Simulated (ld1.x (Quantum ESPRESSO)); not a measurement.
## Mg: RRKJ pseudisation with LDA (PZ), scalar-relativistic reference atom.

- Element: Mg (Z = 12)
- Generator: ld1.x (Quantum ESPRESSO) 7.5
- Type: norm-conserving RRKJ (Kleinman–Bylander form)
- Functional: LDA (PZ)
- Relativity: scalar-relativistic
- Frozen core: [He] 2s2
- Valence charge: 8
- Reference configuration: 2p6 3s2 3p0
- Partial waves: 3s (bound): rc 1.95 bohr; 2p (bound): rc 0.95 bohr
- Local potential: all-electron potential smoothed inside 1.10 bohr (lloc = -2)
- Core correction: a·sin(br)/r model core inside 0.80 bohr

All-electron outer shells of the reference configuration (LDA (PZ), scalar-relativistic, ld1.x):

```
shell  level (eV)  outermost node (bohr)  outermost maximum (bohr)
   1s    -1253.43                      –                      0.09
   2s      -79.28                   0.18                      0.55
   2p      -46.72                      –                      0.48
   3s       -4.79                   0.90                      2.53
   3p       -1.38                   0.96                      3.50
```

Problem. Is a potential produced?

Solution. No. ld1.x (Quantum ESPRESSO) 7.5 stopped with "compute_chi: n is too large": the Bessel-function wave could not be built (negative determinant in compute_phi), and the routine for χ then failed on it.
